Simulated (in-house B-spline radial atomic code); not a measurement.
**Pd VII (Pd6+): [Kr] 4d4**

All numbers are computed (non-relativistic r2SCAN0, spin-polarised, spherical fractional occupations; point nucleus) with a radial B-spline atomic code at the basis-set limit, not measured.

Effective charges: Z_r = [3n² - l(l+1)]/(2<r>) from the radius, Z_e = n√(-2ε) from the energy, and Slater's rules. Values are occupation-weighted means over spin.

| shell | electrons | ε (eV) | <r> (bohr) | Z_r | Z_e | Slater |
| --- | --- | --- | --- | --- | --- | --- |
| 1s | 2 | -23653 | 0.03311 | 45.31 | 41.70 | 45.70 |
| 2s | 2 | -3503.6 | 0.1437 | 41.76 | 32.09 | 41.85 |
| 2p | 6 | -3257 | 0.1229 | 40.67 | 30.94 | 41.85 |
| 3s | 2 | -724.34 | 0.3901 | 34.61 | 21.89 | 34.75 |
| 3p | 6 | -625.01 | 0.3828 | 32.65 | 20.33 | 34.75 |
| 3d | 10 | -442.83 | 0.3564 | 29.46 | 17.12 | 24.85 |
| 4s | 2 | -180.81 | 0.9454 | 25.39 | 14.58 | 18.25 |
| 4p | 6 | -147.89 | 0.9991 | 23.02 | 13.19 | 18.25 |
| 4d | 4 | -96.416 | 1.152 | 18.22 | 10.65 | 8.95 |

The least bound orbital is 4d up at -96.42 eV, and it is also the most diffuse (<r> = 1.152 bohr).

Caution: exact exchange at fractional occupations of open shells leaves self-interaction of up to several eV.
